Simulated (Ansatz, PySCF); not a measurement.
System: AlO2H2, net charge 0, doublet state. SMILES: [Al]([OH])[OH]
Structure (B3LYP-D3(BJ)/def2-TZVP (Ansatz, a first-principles code) minimum search):
```xyz
5

Al     0.0795    -0.5089    -0.0126
O      1.0953     0.4653    -0.9725
H      1.0612     1.4216    -1.0460
O     -1.1776     0.0617     0.9855
H     -1.4361     0.9782     1.1053
```
Charge 0, spin multiplicity 2.

Quantity: size of the dipole moment, in D. Conventions: no spin-orbit coupling; dispersion terms only where a functional's name holds one; 6-31G* and kin with 6d, 5d where marked; 6-311+G** with 5d, 6d on Na to Ar in Ansatz; LANL2DZ with its own core potentials from Na on; non-relativistic; open shells spin-unrestricted. Ab initio and DFT rows: single points at B3LYP-D3(BJ) geometries (Ansatz). The spin state of an ion or metal species was assumed, not searched.

```tsv
level	program	size of the dipole moment (D)
SVWN5/6-31G*	Ansatz	2.35
PBE/STO-3G	Ansatz	0.69
PBE/3-21G	Ansatz	2.85
PBE/LANL2DZ	Ansatz	2.41
PBE/def2-SVP	Ansatz	2.20
BLYP/6-31G*	Ansatz	2.16
BP86/6-31G* (5d)	PySCF	2.24
B3LYP/STO-3G	Ansatz	0.50
B3LYP/3-21G	Ansatz	2.67
B3LYP/6-31G*	Ansatz	2.14
B3LYP/def2-SVP	Ansatz	2.11
B3LYP/6-311+G**	Ansatz	1.88
M06-2X/6-311+G**	PySCF	1.92
B3PW91/6-31G* (5d)	PySCF	2.18
```

No value to compare with is used here. The 14 habitual levels span 0.50 (B3LYP/STO-3G) to 2.85 D (PBE/3-21G).

The levels are drawn from those run, B3LYP/6-31G* more often than the rest, none by its result; left out are runs that failed, that the program found above a lower state of the same kind, or whose <S^2> lies over 0.5 above the pure value.
